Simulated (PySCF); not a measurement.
C4H10NOSi2 (doublet state).
Numbering: `[H]/[C:1]=[CH:2]\[O:3][C:4](=[CH2:5])[N:6]([SiH3:7])[SiH3:8]` (hydrogens: H9 on C1; H10 on C2; H11, H12 on C5; H13, H14, H15 on Si7; H16, H17, H18 on Si8)

Geometry (GFN2-xTB, Å), atoms numbered from 1 in this order:
```xyz
18
C4H10NOSi2 angstrom
C      3.3127    1.4297   -0.2696
C      2.4171    0.5703    0.0933
O      1.0860    0.6218   -0.2804
C      0.2950   -0.4945   -0.1379
C      0.7594   -1.7397   -0.2162
N     -0.9959   -0.0841    0.0633
Si    -2.3021   -1.2363    0.0646
Si    -1.0954    1.6667    0.2245
H      3.4394    2.3211   -0.8313
H      2.6551   -0.2661    0.7476
H      1.7912   -1.9396   -0.4389
H      0.1113   -2.5824   -0.0849
H     -3.5247   -0.4516    0.1732
H     -2.2561   -1.9922   -1.1888
H     -2.1460   -2.1277    1.2196
H     -0.3162    2.0994    1.3831
H     -2.5165    1.8876    0.4913
H     -0.7232    2.3237   -1.0241
```

The hyperfine couplings belong to this conformer and change with its torsions.

Method used: PySCF, UKS B3LYP, pcH-1 on C H N O Si, non-relativistic, mean-field spin-orbit, GIAO. Isolated species at its GFN2-xTB geometry (one conformer only). A GFN2-xTB geometry isn't a minimum of the functional, and hyperfine couplings can be far from their values at a DFT geometry. The SCF solution wasn't tested for stability.

Problem. Predict the first-order ENDOR lines of C1, C2, C4, N6, H10, H9, H11, H12, Si8 and Si7 under fast tumbling at B = 1208.0 mT (Q band).

Solution. For S = 1/2 in fast tumbling each set of equivalent nuclei gives two lines, ν± = |νn ± a/2| to first order, with νn = g_N μN B/h and μN/h = 7.62259 MHz/T.

| nuclei | isotope | g_N | νn (MHz) | a_iso (MHz) | lower line (MHz) | upper line (MHz) |
| --- | --- | --- | --- | --- | --- | --- |
| C1 | 13C | 1.4048 | 12.94 | 335.65 | 154.89 | 180.76 |
| C2 | 13C | 1.4048 | 12.94 | 48.17 | 11.15 | 37.02 |
| C4 | 13C | 1.4048 | 12.94 | 3.29 | 11.29 | 14.58 |
| N6 | 14N | 0.4038 | 3.72 | 1.41 | 3.02 | 4.42 |
| H10 | 1H | 5.5857 | 51.43 | 79.14 | 11.86 | 91.00 |
| H9 | 1H | 5.5857 | 51.43 | 17.35 | 42.76 | 60.11 |
| H11 | 1H | 5.5857 | 51.43 | 2.19 | 50.34 | 52.53 |
| H12 | 1H | 5.5857 | 51.43 | 1.54 | 50.67 | 52.20 |
| Si8 | 29Si | -1.1106 | 10.23 | -1.24 | 9.61 | 10.84 |
| Si7 | 29Si | -1.1106 | 10.23 | -1.03 | 9.71 | 10.74 |

The rows for 13C and 29Si, of low natural abundance, apply to labelled samples.

Problem. Which pairs are centred on the nuclear Larmor frequency, and which on half the coupling?

Solution. Centred on νn, since |a| < 2νn: C4, N6, H10, H9, H11, H12, Si8 and Si7. Centred on |a|/2 and split by 2νn: C1 and C2.

Si7 and Si8, with what hangs on them, aren't averaged: N6 is flat or nearly so (angle sum 360°), and its turn about the short N6–C4 bond (1.37 Å) is taken as slow.

The largest Mulliken spin populations are on C1 (+1.06) and C2 (-0.13). No atom but C1 exceeds +0.15.
